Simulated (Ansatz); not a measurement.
Program: Ansatz. Geometries: PBE0-D4/def2-TZVP. ΔE: electronic, gas phase. CBS: MP2 limit from def2 TZ/QZ plus the TZ coupled-cluster correction, frozen cores. DFT in def2-TZVPP. B3LYP here is the variant with VWN-RPA as its local correlation; programs differ in this. def2 core potentials past Kr. For Ge, Sn outer-core shells are correlated without core-valence functions, which leaves a few kJ/mol of doubt a bond. Scalar relativity is left out up to krypton. One conformer a species, not always the lowest.

`C[SiH](O)[SnH3]` + `C[O][GeH2][OH]` → `C[SiH](O)[O][GeH2][OH]` + `[CH3][SnH3]`  (redistribution)

Problem. Is it downhill or uphill in electronic energy at CCSD(T)/CBS, and by how much? (An estimate is asked.)

Solution. Ansatz gave: Downhill: ΔE = -209.0 kJ/mol.

Problem. What do these levels give: r2SCAN-D4, B3LYP-D4, ωB97X-V, ωB97M-V, PBE, r2SCAN, B3LYP, MP2/def2-TZVPP, SCS-MP2/def2-TZVPP, MP2/def2-QZVPP, HF/CBS(def2), CCSD/CBS(def2)? (An estimate is asked.)

Solution. Ansatz gave: r2SCAN-D4 -202.6, B3LYP-D4 -199.5, ωB97X-V -202.3, ωB97M-V -209.0, PBE -178.2, r2SCAN -201.5, B3LYP -193.4, MP2/def2-TZVPP -219.7, SCS-MP2/def2-TZVPP -215.3, MP2/def2-QZVPP -218.6, HF/CBS(def2) -211.2, CCSD/CBS(def2) -209.0 kJ/mol.

Largest T1 diagnostic among the species: 0.013.

The D4 term adds −6.1 kJ/mol with B3LYP and −3.3 kJ/mol with PBE0; it sums over pairs of atoms, weighted by their polarisabilities, and B3LYP, whose exchange is more repulsive, gets the larger term. From PBE to PBE0 (25 % exact exchange), in def2-TZVPP and without D4, ΔE moves by −10.0 kJ/mol.
